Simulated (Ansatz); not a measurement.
Basis-set extrapolation for CH6BNO2 (`NCB(O)O`) (PBE0-D4/def2-TZVP geometry, frozen core, Ansatz 0.2.0). Multiplicity 1, RHF reference.

```tsv
	def2-TZVPP	def2-QZVPP
HF	-270.455737	-270.468689
MP2 correlation	-0.966984	-1.039325
CCSD(T) correlation	-1.030495	not run
```

Energies in hartree. Use E(X) = E(∞) + A·exp(−7.88·√X) for Hartree–Fock and E(X) = E(∞) + B·X^(−2.97) for correlation, with X = 3 and 4, and add CCSD(T) minus MP2 of the smaller set to the MP2 limit.

Problem. What is the CCSD(T) energy at the basis-set limit?

Solution. HF limit: -270.468689 + (-0.012952) × 0.13774 = -270.47047. MP2 limit: -1.039325 + (-0.072341) × 0.74074 = -1.09291. Higher-order term: -1.030495 − (-0.966984) = -0.06351. Total: -271.62689 hartree, 3.83 eV below CCSD(T)/def2-TZVPP.
